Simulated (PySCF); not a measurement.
**Question.** Give a PBE0-D3(BJ)/def2-SVP geometry of `C#C[P@@H](C)=[Te]`.

**Answer.** 
```xyz
10
C3H5PTe angstrom
C      2.5188   -0.0378   -0.2046
C      1.3406    0.2534   -0.1854
P     -0.3469    0.7485   -0.0501
C     -1.2612   -0.8224    0.0764
Te    -0.8058    2.3400    1.5992
H      3.5647   -0.2893   -0.2181
H     -0.6120    1.1540   -1.3874
H     -0.9893   -1.5006   -0.7454
H     -1.0230   -1.2779    1.0474
H     -2.3347   -0.5881    0.0473
```

Any rigid rotation of these coordinates is as good. Atoms count from 1 in this order. The C–P distances run from 1.764 Å (C2–P3, drawn single) to 1.822 Å (P3–C4, drawn single), a spread of 0.058 Å. P3 (phosphorus bonded to 2 C, Te and H) is distorted tetrahedral (angles from 100.7° to 116.1°).

Bonds between heavy atoms (Å): C1≡C2 1.214, C2–P3 1.764, P3–C4 1.822, P3=Te5 2.337.

The calculation used PBE0-D3(BJ)/def2-SVP geometry optimisation, gas phase, def2 core potentials past Kr (PySCF 2.14.0).

Point group: C1 (no symmetry element, even within 0.4 Å). No PBE0-D3(BJ)/def2-SVP frequencies stand behind this structure, so it isn't proved a minimum.
